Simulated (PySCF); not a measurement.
Si(H)2(OH)(NMe2) (C2H9NOSi), SMILES CN(C)[SiH2]O.

Coordinates come from a r2SCAN-D4/def2-SVP optimisation. The values are those of a single conformer.

Two levels are set side by side: TDA-PBE/def2-SVPD (PySCF) and TDA-PBE0/def2-SVPD (PySCF). Vertical, same geometry. The lowest singlet is HOMO→LUMO 95 % with PBE and HOMO→LUMO 91 % with the other functional; states are paired by order. Differences are taken from unrounded values.

```json
[
 {"quantity": "lowest singlet excitation (eV)", "TDA-PBE0": "5.71"},
 {"quantity": "lowest triplet excitation (TDA) (eV)", "TDA-PBE0": "5.43"}
]
```

Q: What does TDA-PBE give, and how far is it from TDA-PBE0? (Estimate from the structure and the level; the computed values follow.)

A: 
| quantity | TDA-PBE | TDA-PBE minus TDA-PBE0 |
|---|---|---|
| lowest singlet excitation (eV) | 4.88 | -0.82 |
| lowest triplet excitation (TDA) (eV) | 4.62 | -0.81 |

A lower first singlet is the usual sign of a functional without exact exchange. Differences between two approximate levels are no errors against the true value.

Rough cost on one machine, each run with all the roots and properties that it gave: TDA-PBE0 against TDA-PBE about 2 times.
